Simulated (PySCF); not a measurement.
fluoromethane (CH$_{3}$F), singlet, at a GFN2-xTB geometry. Base run: PBE/def2-SVPD in PySCF.

The PySCF input:
```python
from pyscf import gto, scf, dft, solvent

mol = gto.Mole()
mol.atom = '''
    C    -0.613253    0.109706    0.058340
    F     0.723739   -0.129472   -0.068851
    H    -0.887410   -0.048861    1.101904
    H    -0.802105    1.141551   -0.239927
    H    -1.144622   -0.585684   -0.592360
'''
mol.basis = 'def2-svpd'
mol.charge = 0
mol.spin = 0
mol.verbose = 3
mol.build()

mf = dft.RKS(mol)
mf.xc = 'pbe'
mf.kernel()
mf.analyze()
```

Each row names what was changed in the base input (with any setting that the change needs).

```csv
change,ΔE vs base (kJ/mol),dipole (D),HOMO-LUMO gap (eV)
base,0.00,1.68,8.27
model = SS(V)PE; solvent = acetonitrile,-9.24,2.02,8.38
model = ddCOSMO; solvent = acetonitrile,-6.93,1.97,8.39
model = IEF-PCM; solvent = acetonitrile; vdw_scale = 1.1,…,…,8.38
model = IEF-PCM; solvent = chloroform,-6.90,1.93,8.36
model = C-PCM; solvent = acetonitrile,-9.42,2.02,8.38
model = IEF-PCM; solvent = acetonitrile,-9.32,2.02,8.38
model = IEF-PCM; solvent = acetonitrile; r_probe = 0.5,…,…,…
model = IEF-PCM; solvent = tetrahydrofuran,-7.87,1.97,8.37
model = IEF-PCM; solvent = acetonitrile; vdw_scale = 1.4,…,…,8.36
model = IEF-PCM; solvent = acetonitrile; lebedev_order = 11,-9.28,2.02,8.37
model = COSMO; solvent = acetonitrile,-9.27,2.02,8.38
```

**Question.** Complete the blanks.

**Answer.** 
- model = IEF-PCM; solvent = acetonitrile; vdw_scale = 1.1, ΔE vs base (kJ/mol): -12.32
- model = IEF-PCM; solvent = acetonitrile; vdw_scale = 1.1, dipole (D): 2.09
- model = IEF-PCM; solvent = acetonitrile; r_probe = 0.5, ΔE vs base (kJ/mol): -4.15
- model = IEF-PCM; solvent = acetonitrile; r_probe = 0.5, dipole (D): 1.87
- model = IEF-PCM; solvent = acetonitrile; r_probe = 0.5, HOMO-LUMO gap (eV): 8.35
- model = IEF-PCM; solvent = acetonitrile; vdw_scale = 1.4, ΔE vs base (kJ/mol): -5.73
- model = IEF-PCM; solvent = acetonitrile; vdw_scale = 1.4, dipole (D): 1.92

The base is the gas phase, so ΔE is the electrostatic part of solvation at a fixed geometry, without cavity and dispersion terms.
